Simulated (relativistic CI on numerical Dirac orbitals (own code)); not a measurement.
## Ligand-field terms of d5

Computed with a parametric ligand-field model of a d^n configuration (Racah B and C, spin-orbit zeta, crystal field), exact diagonalisation.

Field parameters in Wybourne normalisation: Oh B⁴₀ = 21Dq, B⁴₄ = √(5/14) B⁴₀; Td as Oh with Dq negative (B⁴₀ = 21Dq, B⁴₄ = √(5/14) B⁴₀). The field is a parameter set, without covalency.

Task: Lowest levels for B = 850, C = 3160, ζ = 150 cm⁻¹, Oh, 10Dq = 14100 cm⁻¹?

Result: Γ7+Γ8 0 (S 2.50), Γ7 12426 (S 1.26), Γ8 12537 (S 1.43), Γ8 12617 (S 1.50), Γ6 12645 (S 1.50), Γ7 12962 (S 0.88), Γ8 13117 (S 0.64), Γ7 17999 (S 1.50), Γ8 18006 (S 1.50) cm⁻¹, with S from ⟨S²⟩ = S(S + 1). The ground level has 2.00 electrons in the cubic e pair.

Task: Lowest levels for B = 810, C = 3050, ζ = 280 cm⁻¹, Oh, 10Dq = 14100 cm⁻¹?

Result: Γ7+Γ8 0 (S 2.50), Γ7 10850 (S 0.87), Γ8 11291 (S 1.12), Γ8 11617 (S 1.50), Γ6 11677 (S 1.50), Γ7 11868 (S 1.27), Γ8 11924 (S 1.05), Γ7 16814 (S 1.50), Γ8 16828 (S 1.50) cm⁻¹, with S from ⟨S²⟩ = S(S + 1). The ground level has 2.00 electrons in the cubic e pair.

Task: Lowest levels for B = 680, C = 2860, ζ = 480 cm⁻¹, Oh, 10Dq = 10050 cm⁻¹?

Result: Γ7+Γ8 0 (S 2.50), Γ7 12909 (S 1.43), Γ8 13082 (S 1.48), Γ8 13235 (S 1.50), Γ6 13334 (S 1.50), Γ7 15464 (S 0.67), Γ8 16036 (S 0.68), Γ7 17183 (S 1.48), Γ6 17249 (S 1.50) cm⁻¹, with S from ⟨S²⟩ = S(S + 1). The ground level has 2.00 electrons in the cubic e pair.

Task: Lowest levels for B = 580, C = 2110, ζ = 670 cm⁻¹, Td, 10Dq = -7400 cm⁻¹?

Result: Γ7 0 (S 2.49), Γ8 0 (S 2.49), Γ8 10203 (S 1.39), Γ7 10294 (S 1.43), Γ6 10389 (S 1.50), Γ8 10485 (S 1.49), Γ8 12457 (S 0.82), Γ7 13603 (S 0.92), Γ6 13717 (S 1.50) cm⁻¹, with S from ⟨S²⟩ = S(S + 1). The ground level has 2.01 electrons in the cubic e pair.

Task: Lowest levels for B = 830, C = 3150, ζ = 710 cm⁻¹, Oh, 10Dq = 11650 cm⁻¹?

Result: Γ7 0 (S 2.50), Γ8 0 (S 2.50), Γ7 14123 (S 1.35), Γ8 14531 (S 1.46), Γ8 14780 (S 1.50), Γ6 14937 (S 1.50), Γ7 16972 (S 0.80), Γ8 17698 (S 0.68), Γ7 19568 (S 1.47) cm⁻¹, with S from ⟨S²⟩ = S(S + 1). The ground level has 2.00 electrons in the cubic e pair.
